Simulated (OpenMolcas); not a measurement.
Co3+.

```json
{
 "Program": "OpenMolcas 26.06",
 "Method": "CASSCF",
 "Basis": "ANO-RCC-VDZP [5s4p2d1f]",
 "Scalar Hamiltonian": "DKH2, point nucleus",
 "Active space": "6 electrons in 5 orbitals (3d)",
 "State averaging": "2S+1 = 5 even, 5 roots; 2S+1 = 3 even, 45 roots; 2S+1 = 1 even, 50 roots",
 "Spin-orbit coupling": "RASSI with atomic mean-field integrals over the reference wave functions, term energies averaged over their components"
}
```

Levels without dynamic correlation, in cm⁻¹ above 3d⁶ ⁵D₄:

```
     Level      E
3d⁶ ³F₄(1)  29571
   3d⁶ ³H₆  25858
3d⁶ ³P₂(1)  28198
   3d⁶ ³G₅  32659
```

On this reference, MS-CASPT2, IPEA 0.25 Eh, imaginary shift 0.1 Eh (closed shells correlated: 3s 3p) puts 3d⁶ ³F₄(1) at 26160 cm⁻¹.

Task: Estimate the other levels at that method by one scale factor, and say how well it serves.

Result: The factor is 26160 / 29571 = 0.885. Scaled values beside those that MS-CASPT2 gives and measured ones (Sugar and Corliss, J. Phys. Chem. Ref. Data 10, 1097 (1981)):
| Level | Scaled | MS-CASPT2 | Miss (%) | Measured |
| --- | --- | --- | --- | --- |
| 3d⁶ ³H₆ | 22884 | 24800 | -7.7 | 23680 |
| 3d⁶ ³P₂(1) | 24955 | 22970 | +8.6 | 22883 |
| 3d⁶ ³G₅ | 28903 | 30480 | -5.2 | 29022 |
For these levels the scaled values miss MS-CASPT2 by up to 8.6 %, as correlation changes each term by its own factor, spin-orbit parts do not scale and CASPT2 has its own spread within terms. This holds within one configuration; levels of others move differently, and the target method has errors of its own against measurement.

CASPT2 does not keep the components of a term degenerate, so their means are used; among the terms shown or strongly mixed into the levels shown the widest spread is 310 cm-1 (3d⁶ ³H, MS-CASPT2). The basis is small and was not contracted for so high a charge. Without dynamic correlation excited terms often stand tens of per cent too high (terms of higher spin than the ground term too low), and those without a measured partner can miss by more than the paired ones (holds for CASSCF). Computed and measured levels are paired by configuration, term and J; levels that our copy of the source lacks, or whose pairing is in doubt (as where it misses far off the trend of its configuration), stay unpaired and out of the deviations. Levels of configurations outside the active space are missing.

A number in round brackets counts repeated terms of one configuration in the order of the reference energies.
